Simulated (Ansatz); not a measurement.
Consider the cleavage of the Si–P bond: `[SiH3]P[SiH3]` + `[OH][Al]([Cl])[Br]` → `[SiH3][O][Al]([Cl])[Br]` + `[SiH3]P`.

Calculated with Ansatz (gas phase, PBE0-D4/def2-TZVP geometries, no zero-point term in ΔE). CCSD(T)/CBS adds triple-zeta CCSD(T) − MP2 to the extrapolated MP2 energy (def2 sets, frozen cores). This one scheme is used for every species. DFT in def2-TZVPP. For Br outer-core shells are correlated without core-valence functions, which leaves a few kJ/mol of doubt a bond. Scalar relativity is left out up to krypton. One conformer a species, not always the lowest.

CCSD(T)/CBS gives -78.6 kJ/mol.

**Question.** Another level gave -53.8 kJ/mol. Which?
A. revPBE-D4/def2-TZVPP
B. r2SCAN0-D4/def2-TZVPP
C. B2PLYP/def2-TZVPP
D. revPBE/def2-TZVPP

**Answer.** A. revPBE-D4 -53.8, r2SCAN0-D4 -76.1, B2PLYP -86.1, revPBE -60.0 kJ/mol.

Largest T1 diagnostic among the species: 0.013.

In def2-TZVPP, CCSD(T) changes the Hartree–Fock value by +30.9 kJ/mol (the triples alone add +5.5 kJ/mol) and MP2 by +32.2 kJ/mol. From PBE to PBE0 (25 % exact exchange), in def2-TZVPP and without D4, ΔE moves by −7.5 kJ/mol.
